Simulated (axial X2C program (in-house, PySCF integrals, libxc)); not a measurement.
Which molecule gave these maps?

PBE0 fields computed with an axial X2C code built on PySCF integrals, 2c, near the equilibrium distance, one atom at z = 0.

The maps cover the half plane through the axis: z from -2.4 to 4.8 Å along the bond, ρ from 0.15 to 2.25 Å away from it.

log10 of the density in e/bohr³:

```
 ρ\z  -2.4  -1.8  -1.2  -0.6   0.0   0.6   1.2   1.8   2.4   3.0   3.6   4.2   4.8
0.15  -3.0  -2.1  -1.3  -0.2   1.8  -0.2  -1.0  -0.5   1.4   0.0  -1.2  -2.3  -3.0
0.45  -3.0  -2.2  -1.4  -0.6   0.4  -0.6  -1.1  -0.8   0.0  -0.3  -1.4  -2.4  -3.1
0.75  -3.1  -2.3  -1.6  -1.0  -0.6  -1.0  -1.3  -1.2  -0.6  -0.8  -1.7  -2.5  -3.1
1.05  -3.3  -2.5  -1.8  -1.3  -1.1  -1.3  -1.5  -1.6  -1.2  -1.4  -2.0  -2.7  -3.2
1.35  -3.4  -2.7  -2.1  -1.7  -1.5  -1.6  -1.8  -1.9  -1.7  -1.8  -2.3  -2.8  -3.3
1.65  -3.7  -3.0  -2.4  -2.0  -1.9  -1.9  -2.1  -2.2  -2.1  -2.2  -2.5  -3.0  -3.5
1.95  -3.9  -3.3  -2.8  -2.4  -2.3  -2.3  -2.4  -2.4  -2.4  -2.5  -2.7  -3.1  -3.6
2.25  -4.2  -3.6  -3.1  -2.8  -2.6  -2.6  -2.7  -2.7  -2.7  -2.8  -3.0  -3.4  -3.8
```

Electron localisation function (collinear form, no current term, damped to 0 at low density):

```
 ρ\z  -2.4  -1.8  -1.2  -0.6   0.0   0.6   1.2   1.8   2.4   3.0   3.6   4.2   4.8
0.15  0.25  0.69  0.73  0.48  0.77  0.47  0.57  0.71  0.77  0.29  0.60  0.12  0.10
0.45  0.22  0.67  0.76  0.28  0.76  0.25  0.62  0.51  0.26  0.74  0.35  0.09  0.09
0.75  0.17  0.61  0.79  0.39  0.27  0.34  0.67  0.22  0.79  0.64  0.12  0.07  0.09
1.05  0.10  0.51  0.77  0.70  0.47  0.67  0.69  0.14  0.48  0.34  0.09  0.09  0.09
1.35  0.05  0.38  0.68  0.77  0.73  0.75  0.65  0.19  0.33  0.33  0.18  0.15  0.09
1.65  0.02  0.22  0.54  0.69  0.70  0.69  0.56  0.26  0.38  0.46  0.36  0.24  0.08
1.95  0.01  0.09  0.34  0.53  0.58  0.56  0.42  0.29  0.45  0.53  0.48  0.27  0.05
2.25  0.00  0.03  0.16  0.32  0.39  0.37  0.26  0.25  0.44  0.51  0.46  0.20  0.02
```

Axial spin density in 10⁻³ e/bohr³:

```
 ρ\z  -2.4  -1.8  -1.2  -0.6  0.0  0.6   1.2    1.8    2.4    3.0   3.6   4.2   4.8
0.15   0.1   0.3   1.3  -0.3  9.1  0.4  -5.0  -30.5  -26.2  -57.4  -9.0  -0.7  -0.3
0.45   0.1   0.3   1.4   1.5  0.4  1.7  -3.1  -13.3  -19.9  -25.2  -4.4  -0.7  -0.3
0.75   0.1   0.3   1.2   3.2  3.1  2.6  -1.6   -8.2  -38.0  -19.6  -3.0  -0.8  -0.3
1.05   0.0   0.2   0.9   2.7  3.8  1.9  -1.2   -7.3  -25.1  -16.2  -3.6  -1.0  -0.3
1.35   0.0   0.1   0.6   1.6  2.2  1.0  -1.1   -5.5  -13.8  -10.7  -3.4  -1.0  -0.3
1.65   0.0   0.1   0.3   0.8  1.0  0.4  -0.9   -3.4   -7.2   -6.2  -2.6  -0.8  -0.2
1.95   0.0   0.1   0.1   0.3  0.4  0.1  -0.6   -2.0   -3.6   -3.3  -1.7  -0.6  -0.2
2.25   0.0   0.0   0.1   0.1  0.1  0.0  -0.4   -1.1   -1.8   -1.7  -1.0  -0.4  -0.1
```

Which molecule is it?
A. AtC
B. RfH
C. PbS
D. ZrTe

D. ZrTe, with Te at z = 0 and Zr at z = 2.545 Å, state Ω = 1 (⟨Sz⟩ = -1.00, ⟨Lz⟩ = 2.00 at PBE0), basis Te dyall-cv3z [11s12p8d4f1g], Zr dyall-cv3z [11s12p9d6f3g] (cores contracted in-house). One determinant describes the state; a PBE0 search over occupations chose it and may have missed a lower one. Density functionals use the spin component along the axis (collinear). Other states lie close and PBE0, whose exact exchange favours high spin, may order them wrongly; the determinant shown need not be the ground state. The nearest other 2c determinant of the search, Ω = 3, lies 0.08 eV up at the distance of the search. Without a current term, density functionals place determinants with orbital angular momentum somewhat too high. With several unpaired electrons one determinant need not be a pure state. The determinant is spin-polarised beyond a pure state at some levels (its spin-free form has ⟨S²⟩ too high), which makes Re and μ there less reliable.
